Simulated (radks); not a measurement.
Pm8+, 53 electrons, occupied as [Kr] 4d10 4f1 5s1 5p5 (not the ground configuration). All-electron calculation, scalar-relativistic Kohn-Sham, PBEsol, spin-polarised, spherical densities, finite nucleus; open shells are filled with parallel spins first (spin-orbit coupling, left out, can overturn this in heavy ions); Fermi nuclear charge, rms radius 4.962 fm. Program: a radial shooting solver on a logarithmic mesh with Libxc functionals.

Normalised radial functions P(r) = r R(r), r in bohr:

```
   r/bohr * 4d up, o 5p up (the largest magnitude, 1.36, reaches the edge; | marks zero, & curves that meet)
 0.001624                             &
  0.00186                             &
 0.002131                             &
 0.002442                             &
 0.002797                             &
 0.003205                             &
 0.003672                             &
 0.004207                             &
 0.004819                             &
 0.005521                             &
 0.006326                             &
 0.007247                             *o
 0.008303                             *o
 0.009513                             *o
   0.0109                             *o
  0.01249                             *o
  0.01431                             * o
  0.01639                             * o
  0.01878                             * o
  0.02151                             |* o
  0.02465                             |* o
  0.02824                             |*  o
  0.03235                             | * o
  0.03706                             | *  o
  0.04246                             |  * o
  0.04865                             |   *o
  0.05574                             |    &
  0.06386                             |    o*
  0.07316                             |   o   *
  0.08382                             | o       *
  0.09603                             |o          *
     0.11                            o|            *
    0.126                         o   |              *
   0.1444                       o     |               *
   0.1654                      o      |              *
   0.1895                     o       |             *
   0.2172                      o      |          *
   0.2488                        o    |     *
    0.285                            o*
   0.3266                      *      |  o
   0.3741               *             |      o
   0.4286         *                   |          o
   0.4911    *                        |          o
   0.5626  *                          |         o
   0.6446  *                          |     o
   0.7385     *                      o|
   0.8461         *           o       |
   0.9694              *o             |
    1.111          o       *          |
    1.272         o            *      |
    1.458          o              *   |
     1.67             o             * |
    1.913                 o          *|
    2.192                     o       *
    2.511                         o   *
    2.877                           o *
    3.297                            o*
    3.777                             &
    4.327                             &
```

4d up: eigenvalue -260.22 eV, 1 radial node at r = 0.285 bohr, <r> = 0.664 bohr, 90 % of the charge inside 0.991 bohr. 5p up: eigenvalue -129.41 eV, 3 radial nodes at r = 0.100, 0.295, 0.729 bohr, <r> = 1.38 bohr, 90 % of the charge inside 1.95 bohr.
